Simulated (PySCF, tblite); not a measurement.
Species: anisole, C₇H₈O.
Z-matrix (Å and degrees, GFN2-xTB geometry), rows numbered from 1:
```
C 
O   1  1.4061
C   2  1.3636  1  118.54
C   3  1.3958  2  115.74  1   179.85
C   4  1.3788  3  120.36  2   180.00
C   5  1.3867  4  120.32  3    -0.13
C   6  1.3817  5  119.39  4     0.13
C   7  1.3857  6  120.86  5     0.03
H   1  1.0891  2  105.73  3  -179.85
H   1  1.0952  2  111.59  3   -61.18
H   1  1.0952  2  111.61  3    61.49
H   4  1.0788  3  118.29  2    -0.03
H   5  1.0799  4  119.57  3   179.85
H   6  1.0794  5  120.32  4  -179.89
H   7  1.0802  6  120.07  5   179.98
H   8  1.0789  3  121.13  2     0.17
```

Theory: CAM-B3LYP/def2-SVPD in PySCF (dipole) on a GFN2-xTB geometry, gas phase.

Masses are those of the commonest isotopes; rigid-rotor values at the optimised geometry. The values belong to one conformer with, in the numbering `[CH3:1][O:2][c:3]1[cH:4][cH:5][cH:6][cH:7][cH:8]1`, C1–O2–C3–C4 180°.

Q: What are A, B and C (GHz)?

A: Ia = 98.70, Ib = 321.26, Ic = 416.74 u·Å²; 505379 MHz·u·Å²/I gives 5120, 1573 and 1213 MHz, that is A = 5.1204, B = 1.5731, C = 1.2127 GHz.

Q: What kind of rotor is it?

A: An asymmetric top; Ray's κ = -0.816.

Q: What does the inertial defect say?

A: Not planar: Δ = Ic − Ia − Ib = -3.22 u·Å². For a rigid frame Δ = −2 Σ m c², so Σ m c² = 1.61 u·Å² lies off the ab plane, practically all of it from hydrogen. The atom farthest from that plane is 0.90 Å away.

Q: Which lines would a microwave search look for?

A: The dipole components are |μa| = 0.66 D, |μb| = 1.11 D, |μc| = 0.00 D; the mirror of this Cs structure is the ab plane, so μc vanishes by symmetry (the 0.01 D computed is a residue) and there are no c-type lines. The squared components, which scale the intensities, stand as 0.35 : 1.00 (a : b). Some lines, for components of 0.1 D or more:

```
type  branch         J(Ka,Kc)    MHz  lower level (cm⁻¹)
   b       R  2(0,2) ← 1(1,1)   1998               0.211
   a       R  1(0,1) ← 0(0,0)   2786               0.000
   b       Q  3(1,2) ← 3(0,3)   4921               0.553
   b       Q  4(1,3) ← 4(0,4)   5839               0.916
   b       R  1(1,1) ← 0(0,0)   6333               0.000
   a       R  3(1,3) ← 2(1,2)   7801               0.385
   a       R  3(0,3) ← 2(0,2)   8254               0.278
   b       R  4(1,4) ← 3(0,3)  13134               0.553
   a       R  5(4,1) ← 4(4,0)  13987               2.919
   a       R  5(1,4) ← 4(1,3)  14703               1.111
   b       Q  4(3,2) ← 4(2,3)  18722               1.426
   b       R  4(2,2) ← 3(1,3)  23785               0.645
   b       R  5(3,2) ← 4(2,3)  32762               1.426
   b       Q  5(5,0) ← 5(4,1)  33493               3.386
   b       R  5(5,1) ← 4(4,0)  47480               2.919
```

Q: Estimate the classical rotational partition function at 10 K, 100 K and 298.15 K.

A: Point group Cs, symmetry number σ = 1; q = (√π/σ)·√((kT/h)³/(ABC)), k/h = 20836.6 MHz/K: 1710 at 10 K, 53900 at 100 K, 278000 at 298.15 K.

Its GFN2-xTB frequencies are all real (lowest 95 cm⁻¹). These are rigid-rotor constants of the computed structure; measured ground-state constants (B0) also hold zero-point vibration. A rigid rotor knows nothing of internal rotation, which can split or shift real lines.

The run took 49 s of wall time on Arm Neoverse V1, one thread, shared host. This is the CAM-B3LYP/def2-SVPD job that gave the dipole, with the excitations it also computed.
